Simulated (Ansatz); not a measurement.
The same path of Cl2H2OSn (6 atoms, charge 0, multiplicity 1) was run 3 times with different band settings. Lost on the way: Sn1–H2. Made: H2–O4.

Computed with RKS CAM-B3LYP-D4/def2-SVP in Ansatz.

Relaxed end points:

```xyz
6
Properties=species:S:1:pos:R:3
Sn 0.071 -0.059 0.398
H 0.039 -0.088 2.088
Cl 2.234 0.175 -0.446
O -1.008 1.451 -0.219
H -1.060 1.538 -1.180
Cl -0.784 -2.015 -0.544
```

```xyz
6
Properties=species:S:1:pos:R:3
Sn 0.118 -1.044 0.982
H 0.099 1.518 0.134
Cl 2.125 0.070 0.158
O -0.739 1.102 0.414
H -1.193 0.864 -0.417
Cl -0.918 -1.509 -1.175
```

Common settings: optimiser quadratic models (default); start path through a guess of the saddle point; force threshold 0.05 eV/Å; iteration limit 60; end points relaxed.

| run | movable images | climbing image | spring |
| --- | --- | --- | --- |
| 1 | 7 | yes | 5.0 eV/Å² |
| 2 | 7 | yes | 0.1 eV/Å² |
| 3 | 2 | no | 5.0 eV/Å² |

**Question.** What does each run give, and how far can it be trusted?

**Answer.** Run 1: converged after 25 iterations, highest image 1.935 eV above the first end. Neighbouring images differ by up to 1.6 eV, so the band resolves the path poorly. A vibrational analysis at the climbing image gives one clearly imaginary mode, 1150i cm⁻¹: a first-order saddle point.
Run 2: converged after 18 iterations, highest image 1.950 eV above the first end. Neighbouring images differ by up to 3.0 eV, so the band resolves the path poorly. The order of the stationary point at the top wasn't checked.
Run 3: converged after 28 iterations, highest image 0.571 eV above the first end. Neighbouring images differ by up to 1.3 eV, so the band resolves the path poorly. No image climbed, so the highest image needn't sit at the top of the path. A band with more images between the same ends climbed to 1.93 eV, so this one has probably stepped over the top. So few images can step over the top or miss a turn of the path.
The orbitals stay closed-shell, which can raise the energy where a bond breaks towards radicals; this wasn't checked here.
